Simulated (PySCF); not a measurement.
C2, SMILES [C]=[C] (connectivity only; charge and spin as stated), neutral, multiplicity 1.

Geometry: PBE0-D3(BJ)/def2-TZVPD.

The numbers are results of TDA-PBE0/def2-TZVPD (PySCF), not measurements.

Vertical excitations; the highest root listed may be one member of a degenerate set.  State labels are in the subgroup D2h.

```
state  symmetry  energy (eV)  λ (nm)      f                                              main pairs
-----  --------  -----------  ------  -----  ------------------------------------------------------
S1          B1u         4.31     288  0.097  HOMO−2→LUMO 75 %, HOMO−1→LUMO+2 12 %, HOMO→LUMO+1 12 %
S2           Au         6.86     181  0.000                    HOMO→LUMO+2 50 %, HOMO−1→LUMO+1 50 %
S3          B1u         7.20     172  0.000             HOMO−1→LUMO+2, HOMO→LUMO+1 (degenerate set)
S4           Au         7.20     172  0.000             HOMO−1→LUMO+1, HOMO→LUMO+2 (degenerate set)
S5          B2u         9.21     135  0.099                          HOMO−1→LUMO+3 (degenerate set)
S6          B3u         9.21     135  0.099                            HOMO→LUMO+3 (degenerate set)
S7          B3g         9.91     125  0.000                          HOMO−1→LUMO+4 (degenerate set)
S8          B2g         9.91     125  0.000                            HOMO→LUMO+4 (degenerate set)
S9          B2u        10.64     116  0.114                          HOMO−2→LUMO+2 (degenerate set)
S10         B3u        10.64     116  0.114                          HOMO−2→LUMO+1 (degenerate set)
T1          B1u         0.17    7456      0                                        HOMO−2→LUMO 98 %
T2          B1u         5.41     229      0                    HOMO→LUMO+1 48 %, HOMO−1→LUMO+2 48 %
T3           Au         5.87     211      0             HOMO→LUMO+2, HOMO−1→LUMO+1 (degenerate set)
T4          B1u         5.87     211      0             HOMO−1→LUMO+2, HOMO→LUMO+1 (degenerate set)
```
Triplets are in the Tamm–Dancoff approximation.
